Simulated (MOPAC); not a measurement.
MOPAC input (PM6):

```
PM6 1SCF CHARGE=-1 GEO-OK AUX(PRECISION=9) THREADS=1
H2BOSe

B    -0.80953461 1    0.63653466 1   -1.11672204 1
O    -0.53337405 1    1.96334539 1   -0.84866230 1
H     0.05058248 1    2.10885329 1   -0.08732984 1
Se    0.21466719 1   -0.62660416 1    0.32960015 1
H     0.96539856 1    0.30625160 1    1.25383317 1
```

Output:

```
 *******************************************************************************
 **                                                                           **
 **                              MOPAC v23.2.5                                **
 **                                                                           **
 *******************************************************************************
 ** MOPAC's Digital Object Identifier: https://doi.org/10.5281/zenodo.6511958 **
 **                                                                           **
 ** Please cite the open-source release paper for use of this MOPAC version:  **
 ** J. E. Moussa and J. J. P. Stewart (2026)                                  **
 ** MOPAC: An open-source semiempirical molecular orbital program             **
 ** J. Open Source Softw., 11(119), 8025, https://doi.org/10.21105/joss.08025 **
 *******************************************************************************

                              PM6 CALCULATION RESULTS

 *******************************************************************************
 *  PM6        - The PM6 Hamiltonian to be used
 *  GEO-OK     - OVERRIDE INTERATOMIC DISTANCE AND OTHER SAFETY CHECKS
 *
 *
 *
 *                 CHARGE ON SYSTEM = -1
 *
 *
 *
 *  1SCF       - DO 1 SCF AND THEN STOP
 *  AUX        - OUTPUT AUXILIARY INFORMATION
 *******************************************************************************
PM6 1SCF CHARGE=-1 GEO-OK AUX(PRECISION=9) THREADS=1
 H2BOSe

   ATOM   CHEMICAL          X               Y               Z
  NUMBER   SYMBOL      (ANGSTROMS)     (ANGSTROMS)     (ANGSTROMS)

     1       B         -0.80953461  *   0.63653466  *  -1.11672204  *
     2       O         -0.53337405  *   1.96334539  *  -0.84866230  *
     3       H          0.05058248  *   2.10885329  *  -0.08732984  *
     4      Se          0.21466719  *  -0.62660416  *   0.32960015  *
     5       H          0.96539856  *   0.30625160  *   1.25383317  *

          CARTESIAN COORDINATES

    NO.       ATOM           X           Y           Z

     1         B         -0.8095      0.6365     -1.1167
     2         O         -0.5334      1.9633     -0.8487
     3         H          0.0506      2.1089     -0.0873
     4        Se          0.2147     -0.6266      0.3296
     5         H          0.9654      0.3063      1.2538

 General Reference for PM6:
 "Optimization of Parameters for Semiempirical Methods V: Modification of NDDO Approximations
 and Application to 70 Elements", J. J. P. Stewart, J. Mol. Mod., 13, 1173-1213 (2007)
 URL: https://link.springer.com/article/10.1007/s00894-007-0233-4

           Empirical Formula: H2 O B Se  =     5 atoms

      MOLECULAR POINT GROUP   :   Cs

      RHF CALCULATION, NO. OF DOUBLY OCCUPIED LEVELS = 9

 -------------------------------------------------------------------------------
 PM6 1SCF CHARGE=-1 GEO-OK AUX(PRECISION=9) THREADS=1
 H2BOSe

     1SCF WAS SPECIFIED, SO BFGS WAS NOT USED
     SCF FIELD WAS ACHIEVED

                              PM6 CALCULATION
                                                       MOPAC v23.2.5 Linux

          FINAL HEAT OF FORMATION =         64.09560 KCAL/MOL =     268.17597 KJ/MOL

          COSMO AREA              =         97.20 SQUARE ANGSTROMS
          COSMO VOLUME            =         82.32 CUBIC ANGSTROMS

          IONIZATION POTENTIAL    =          2.493043 EV
          HOMO LUMO ENERGIES (EV) =         -2.493  5.767
          NO. OF FILLED LEVELS    =          9
          MOLECULAR WEIGHT        =        107.7852         POINT GROUP:  Cs

          MOLECULAR DIMENSIONS (Angstroms)

            Atom       Atom       Distance
            H     5    O     2     3.06802
           Se     4    H     3     2.07016
            B     1    H     3     0.00000

          SCF CALCULATIONS        =          1

   ATOM   CHEMICAL          X               Y               Z
  NUMBER   SYMBOL      (ANGSTROMS)     (ANGSTROMS)     (ANGSTROMS)

     1       B         -0.80953461  *   0.63653466  *  -1.11672204  *
     2       O         -0.53337405  *   1.96334539  *  -0.84866230  *
     3       H          0.05058248  *   2.10885329  *  -0.08732984  *
     4      Se          0.21466719  *  -0.62660416  *   0.32960015  *
     5       H          0.96539856  *   0.30625160  *   1.25383317  *

                             CARTESIAN COORDINATES

   1    B       -0.809534610     0.636534660    -1.116722040
   2    O       -0.533374050     1.963345390    -0.848662300
   3    H        0.050582480     2.108853290    -0.087329840
   4   Se        0.214667190    -0.626604160     0.329600150
   5    H        0.965398560     0.306251600     1.253833170

           Empirical Formula: H2 O B Se  =     5 atoms

      MOLECULAR POINT GROUP   :   Cs

                  EIGENVALUES
 -25.27308 -20.13068 -14.43559 -10.42397  -8.74127  -8.48652  -5.55467  -3.74809
  -2.49304   5.76749   6.02008   6.94104   8.22677   9.90927

              NET ATOMIC CHARGES AND DIPOLE CONTRIBUTIONS

  ATOM NO.   TYPE          CHARGE      No. of ELECS.   s-Pop       p-Pop
    1          B          -0.133810        3.1338     1.81883     1.31498
    2          O          -0.548209        6.5482     1.73221     4.81600
    3          H           0.308357        0.6916     0.69164
    4         Se          -0.641270        6.6413     1.99318     4.64809
    5          H           0.014932        0.9851     0.98507
 DIPOLE           X         Y         Z       TOTAL
 POINT-CHG.     1.438    -0.893     1.967     2.595
 HYBRID         1.200     1.474     1.479     2.408
 SUM            2.639     0.580     3.446     4.379

          ATOMIC ORBITAL ELECTRON POPULATIONS

     Atom    s        px        py        pz
    1  B   1.81883   0.33613   0.58108   0.39778
    2  O   1.73221   1.65407   1.60830   1.55364
    3  H   0.69164
    4 Se   1.99318   1.68551   1.44344   1.51914
    5  H   0.98507

 **********************
 *                    *
 * JOB ENDED NORMALLY *
 *                    *
 **********************

 == MOPAC DONE ==
```

The dipole moment of an ion depends on the origin.

The geometry given is a B3LYP-D3(BJ)/def2-TZVP minimum.
